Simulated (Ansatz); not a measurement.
Calculated with Ansatz (gas phase, PBE0-D4/def2-TZVP geometries, no zero-point term in ΔE). CBS: MP2 limit from def2 TZ/QZ plus the TZ coupled-cluster correction, frozen cores. For Ge outer-core shells are correlated without core-valence functions, which leaves a few kJ/mol of doubt a bond. Scalar relativity is left out up to krypton. Each species was taken in one conformer, which may not be the lowest.

Consider the formal exchange of groups at the Si–Ge bond: `C[Si](Cl)(Cl)[GeH3]` + `CC(=N)Cl` → `C[Si](Cl)(Cl)Cl` + `C[C](=N)[GeH3]`.

```
              species  CCSD(T)/CBS(def2) energy (Eh)
`C[Si](Cl)(Cl)[GeH3]`                    -3326.53256
           `CC(=N)Cl`                     -592.98219
    `C[Si](Cl)(Cl)Cl`                    -1708.45088
     `C[C](=N)[GeH3]`                    -2211.09884
```

Q: Work out ΔE.

A: ΔE = (-1708.45088) + (-2211.09884) − (-3326.53256) − (-592.98219) = -0.03497 Eh = -91.8 kJ/mol.

Largest T1 diagnostic among the species: 0.012.

In def2-TZVPP, CCSD(T) changes the Hartree–Fock value by +8.7 kJ/mol (the triples alone add +2.5 kJ/mol) and MP2 by +4.1 kJ/mol. From PBE to PBE0 (25 % exact exchange), in def2-TZVPP and without D4, ΔE moves by −8.4 kJ/mol.
